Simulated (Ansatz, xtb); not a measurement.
## Isomers of C6H7NO2 in order of energy

3 gas-phase structures of C6H7NO2, from a drawn sample of its isomers (lower ones may exist). Each was relaxed with GFN2-xTB; where two conformers were screened, the lower at r2SCAN-D4/def2-SVP is listed:

A. `O=C1C=C(C2CC2)NO1`, a singlet
B. `O=C1CC(C2CC2)=NO1`, a singlet
C. `Oc1cc(C2CC2)no1`, a singlet

Task: Which do you expect lowest at r2SCAN-D4/def2-SVP, and how would the others follow?

Result: Calculated order at r2SCAN-D4/def2-SVP: B (0.000), A (0.045), C (0.206) eV.

Energies above the lowest of each column, in eV; the last columns are at B3LYP-D3(BJ)/def2-SVP geometries:

```json
{"structure": "B", "GFN2-xTB": "0.034", "HF/STO-3G": "0.000", "r2SCAN-D4/def2-SVP": "0.000", "B3LYP-D3(BJ)/def2-SVP": "0.000", "CCSD(T)/def2-SVP + ΔMP2/def2-TZVPP": "0.000"}
{"structure": "A", "GFN2-xTB": "0.207", "HF/STO-3G": "0.874", "r2SCAN-D4/def2-SVP": "0.045", "B3LYP-D3(BJ)/def2-SVP": "0.090", "CCSD(T)/def2-SVP + ΔMP2/def2-TZVPP": "0.237"}
{"structure": "C", "GFN2-xTB": "0.000", "HF/STO-3G": "0.190", "r2SCAN-D4/def2-SVP": "0.206", "B3LYP-D3(BJ)/def2-SVP": "0.229", "CCSD(T)/def2-SVP + ΔMP2/def2-TZVPP": "0.229"}
```

CCSD(T)/def2-SVP + ΔMP2/def2-TZVPP puts B lowest; GFN2-xTB picks C. CCSD(T)/def2-SVP + ΔMP2/def2-TZVPP orders those it was run on as B (0.000), C (0.229), A (0.237) eV. Less than 1 kcal/mol parts C and A, so the order within that pair means little. Flexible structures stand in one conformer each, not always the lowest. ΔMP2 is the change of the MP2 energy from the smaller to the larger basis.

Programs: Ansatz 0.2.0, xtb 6.7.1.
